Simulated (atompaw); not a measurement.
What one change does to a pseudopotential (Sb, PAW (atompaw))

* Element: Sb (Z = 51)
* Generator: atompaw 4.2.0.5
* Type: PAW
* Functional: PBE
* Relativity: scalar-relativistic
* Frozen core: [Kr] 4d10
* Valence charge: 5
* Reference configuration: 5s2 5p2.5 (charge +0.5)
* Partial waves: 5s (bound): rc 2.25 bohr; 5s channel at -0.8 Ry: rc 2.25 bohr; 5p (bound): rc 2.05 bohr; 5p channel at 3.15 Ry: rc 2.05 bohr; 5d channel at -0.15 Ry: rc 2.25 bohr
* Local potential: troulliermartins scheme with l = 3 at 0 Ry, radius 2.20 bohr
* Core correction: smooth core density matched at 1.55 bohr
* Augmentation charge: sinc compensation charge, radius 2.25 bohr; PAW radius 2.25 bohr; waves and projectors: custom rrkj gramschmidtortho

All-electron outer shells of the reference configuration (PBE, scalar-relativistic, ld1.x):

```csv
shell,level (eV),outermost node (bohr),outermost maximum (bohr)
4d,-37.56,0.38,0.84
5s,-16.59,0.95,1.88
5p,-8.27,1.04,2.29
```

Change: wave 5p (bound): rc 2.05 bohr becomes 5p (bound): rc 1.74 bohr.

Cutoffs: the cutoffs (Ry, on a coarse ladder) from which the occupation-weighted sum of valence levels, in a spherical-Bessel basis at the reference potential, stays within 10 and 1 mRy of its value at 400 Ry; they do not see the model core or the augmentation charge, which bear on the density cutoff.

Problem. What does the change do?

Solution. The potential gets harder (6 Ry and 12 Ry → 18 Ry and 25 Ry); the bound ghosts move from s to p, s; the range in which the p phases agree widens (upper end 3.8 → at the end of the scan).

| quantity | base | changed |
| --- | --- | --- |
| cutoff, loose | 6 Ry | 18 Ry |
| cutoff, tight | 12 Ry | 25 Ry |
| loose cutoff by channel (10 mRy a level) | s 6 Ry, p 6 Ry | s 6 Ry, p 18 Ry |
| bound ghosts | s | p, s |
| s: phases at 2.27 bohr within 0.05 rad from the reference energy up to (Ry; the scan ends near 5) | 4.9 | 4.9 |
| p: phases at 2.27 bohr within 0.05 rad from the reference energy up to (Ry; the scan ends near 5) | 3.8 | to the end of the scan |
| d: phases at 2.27 bohr within 0.05 rad from the reference energy up to (Ry; the scan ends near 5) | 0.3 | 0.3 |
| lowest overlap eigenvalue by channel | s 0.27, p 0.54, d 1.00 | s 0.27, p 0.19, d 1.00 |

 A true bound ghost makes a file unfit for plane-wave use even where its test errors are small: the radial tests pick states by their node count and pass the ghost by. The cutoffs see the waves, projectors and local potential, not the compensation charge or the core.
